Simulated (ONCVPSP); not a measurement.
## What one change does to a pseudopotential (tin, ONCV)

Sn (Z = 50), optimised norm-conserving Vanderbilt (ONCV), made with ONCVPSP 4.0.1 (PBE, scalar-relativistic). Core [Kr] 4d10, reference 5s1 5p3. Waves: 5s: rc 2.05 bohr, ncon 3, nbas 7, qcut 2.6 1/bohr, 1 projector; 5p: rc 2.35 bohr, ncon 3, nbas 6, qcut 4 1/bohr, 1 projector; d scattering state at 0.1 Ha: rc 2.00 bohr, ncon 3, nbas 7, qcut 4.8 1/bohr, 3 projectors, debl 2.4 Ha. Local part: polynomial inside 1.95 bohr (lpopt 5, dvloc0 0 Ha). Core correction: none.

Change: local potential polynomial inside 1.45 bohr (lpopt 3, dvloc0 2 Ha).

Cutoffs: the cutoffs (Ha) at which the residual kinetic energy of the hardest occupied pseudo-wave falls to 1 and 0.1 mHa per electron; they do not see the model core or the augmentation charge, which bear on the density cutoff. Errors are all-electron minus pseudo energies relative to the spin-unpolarised reference configuration.

**Question.** Predict the effect on cutoff, ghosts and configuration errors.

**Answer.** The potential gets neither clearly harder nor softer (25 Ha and 43 Ha → 25 Ha and 43 Ha); the bound ghosts move from d to d, s; the lowest positive-energy flag moves from s at 1.0 eV to none; of the 4 tests that both files solve, the error grows in 4 and shrinks in 0 by more than 15 % and 0.3 meV (median size 33.9 → 304.6 meV). In the separable form a ghost depends on how the local part lies against the semilocal potential of the channel, so the choice of the local part can create or remove one.

```tsv
quantity	base	changed
cutoff, loose	25 Ha	25 Ha
cutoff, tight	43 Ha	43 Ha
bound ghosts	d	d, s
GHOST(+) flags under 300 eV	s at 1.0 eV	none
error for 5s2 5p2, meV [ΔE -6.98 eV]	+17	+46
error for 5s2 5p1, meV [ΔE -0.10 eV]	+51	+234
error for 5s2 5p0, meV [ΔE 13.85 eV]	+192	+830
error for 5s1 5p2, meV [ΔE 7.55 eV]	+9.9	+376
s: phases at 2.08 bohr within 0.05 rad from the reference energy up to (Ha; the scan ends near 5)	-0.1	n/a
p: phases at 2.39 bohr within 0.05 rad from the reference energy up to (Ha; the scan ends near 5)	0.9	0.8
d: phases at 2.03 bohr within 0.05 rad from the reference energy up to (Ha; the scan ends near 5)	to the end of the scan	to the end of the scan
```

Base: The cutoffs count occupied waves only; projector 3 of the d channel, the hardest unoccupied one, needs 94 Ha at the loose tolerance. Changed file: The cutoffs count occupied waves only; projector 3 of the d channel, the hardest unoccupied one, needs 94 Ha at the loose tolerance. A true bound ghost makes a file unfit for plane-wave use even where its test errors are small: the radial tests pick states by their node count and pass the ghost by.
